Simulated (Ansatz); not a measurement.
System: GeN$_{2}$H$_{4}$, charge 0, singlet. GeN2H4 (SMILES [NH2][Ge][NH2]).
B3LYP-D3(BJ)/def2-TZVP minimum from Ansatz (an electronic-structure program):
```xyz
7

Ge    -0.1817     0.0284     0.4292
N      0.6839     1.2750    -0.6130
H      0.8387     2.2130    -0.2805
H      1.0514     1.1334    -1.5424
N     -0.0988    -1.3665    -0.7695
H      0.3164    -1.3472    -1.6894
H     -0.4889    -2.2677    -0.5460
```
Charge 0, spin multiplicity 1.

Total energies in cc-pVDZ, 18 correlated electrons, 16 frozen orbitals. UHF or UKS for unpaired electrons; spin-orbit terms are left out. Cores are frozen in correlated methods (noble-gas shells, and filled d and f shells in the p block). No relativity.

| method | program | energy (Eh) | minus CCSDT(Q) (mEh) |
|---|---|---|---|
| HF | Ansatz | -2186.59068 | 473.24 |
| MP2 | Ansatz | -2187.01886 | 45.07 |
| CCSD | Ansatz | -2187.04856 | 15.37 |
| CCSD(T) | Ansatz | -2187.06170 | 2.23 |
| CCSDT(Q) | Ansatz | -2187.06393 | 0.00 |

Rough core times of Ansatz's runs on a shared machine: CCSD(T) under 20 s, CCSDT(Q) 2 min.
